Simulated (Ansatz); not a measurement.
The cluster Al₂Ru₂. The state is a singlet with charge 0. Geometry r2SCAN-D4/def2-SVP; atoms count from 1.

```xyz
4

Ru    0.575   -0.572   -1.747
Ru   -1.082   -0.415   -0.314
Al    1.256    0.421    0.216
Al   -0.748    0.567    1.844
```

In the def2 sets Ru takes a core potential; there is no spin–orbit coupling. The restricted singlet is unstable: a solution with broken spin symmetry lies lower. The geometry of the singlet was relaxed on an unsound state (restricted singlet, unstable towards broken spin symmetry at other levels and untested here). At PBE0-D4/def2-TZVP a quintet of charge 0 lies 1.26 eV below the restricted singlet, each at its own geometry. The structure comes from a short search, and lower isomers may exist.

(1) Estimate the Mulliken populations from the PBE0/def2-TZVP orbitals of Ansatz.

(2) And the Mayer bond orders between bonded heavy atoms (over 0.3)?

## Answers

(1) 
| atom | charge (e) | d electrons |
| --- | --- | --- |
| Ru1 | -0.08 | 7.20 |
| Ru2 | 0.00 | 7.14 |
| Al3 | 0.06 | – |
| Al4 | 0.02 | – |
Mulliken values and Mayer orders depend strongly on the basis.

(2) Ru1–Ru2 2.19 (2.20 Å); Ru1–Al3 1.34 (2.30 Å); Ru2–Al3 0.71 (2.54 Å); Ru2–Al4 1.30 (2.39 Å); Al3–Al4 0.68 (2.59 Å). Values over 0.3 also appear between atoms too far apart for a bond (Ru1–Al4 0.30 at 3.99 Å); they arise where an orbital or an unpaired electron spreads over both atoms.
